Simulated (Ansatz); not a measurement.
The same path of F₂GeH₂ (5 atoms, charge 0, multiplicity 1) was run twice with different band settings. Lost on the way: Ge1–H2, Ge1–F3. Made: H2–F3.

Computed with Ansatz 0.2.0, RKS B3LYP-D4/def2-mTZVP.

Relaxed end points:

```xyz
5
Properties=species:S:1:pos:R:3
Ge 0.201 -0.060 0.243
H 0.211 0.064 1.767
F 1.851 -0.010 -0.307
F -0.533 1.379 -0.404
H -0.475 -1.267 -0.412
```

```xyz
5
Properties=species:S:1:pos:R:3
Ge -0.752 -0.631 0.560
H 1.271 0.798 0.413
F 1.619 -0.027 0.728
F -0.487 1.128 0.103
H -0.397 -1.162 -0.916
```

Common settings: movable images 9; climbing image yes; spring 5.0 eV/Å²; optimiser quadratic models (default); start path through a guess of the saddle point; force threshold 0.05 eV/Å; end points relaxed.

| run | iteration limit |
| --- | --- |
| 1 | 50 |
| 2 | 6 |

Question: What does each run give, and how far can it be trusted?

Answer: Run 1: converged after 13 iterations, highest image 2.661 eV above the first end. Neighbouring images differ by up to 1.2 eV, so the band resolves the path poorly. A vibrational analysis at the climbing image gives one clearly imaginary mode, 1367i cm⁻¹: a first-order saddle point.
Run 2: not converged after 6 iterations, highest image 4.317 eV above the first end. The band didn't meet its force threshold, so its energies are provisional: the largest band force was still 24.96 eV/Å, and over the last iterations the top moved between 2.72 and 4.32 eV.
The orbitals stay closed-shell, which can raise the energy where a bond breaks towards radicals; this wasn't checked here.
